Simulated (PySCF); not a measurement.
**Fluorine: a sound run and one with changed settings**

Sound run: F²⁺ [He] 2s2 2p3, F³⁺ [He] 2s2 2p2. Calculation: PySCF 2.14, in cc-pVDZ-DK; the spin-free X2C one-electron Hamiltonian (Gaussian nucleus). The sound run starts from symmetry-adapted Hartree-Fock orbitals and uses a fine grid where one is needed.

Changed run: 14 angular points. This setting is unsound on purpose.

```
species  method  sound run (hartree)  changed run (hartree)  converged
    F²⁺     UHF            -97.66035              -97.66035        yes
    F²⁺     PBE            -97.77405              -97.77405        yes
    F²⁺   M06-L            -97.87112              -97.87112        yes
    F³⁺     UHF            -95.37381              -95.37381        yes
    F³⁺     PBE            -95.46129              -95.46101        yes
    F³⁺   M06-L            -95.55778              -95.56231        yes
```

Ionisation energy of F²⁺:

```csv
method,sound run (eV),changed run (eV)
UHF,62.220,62.220
PBE,62.933,62.941
M06-L,62.949,62.826
```

A coarse angular grid integrates products of high-l functions wrongly, so density functionals can shift, and the SCF can exploit the error; Hartree-Fock and MP2 need no grid.

For comparison, NIST gives 62.708 eV between the lowest levels.
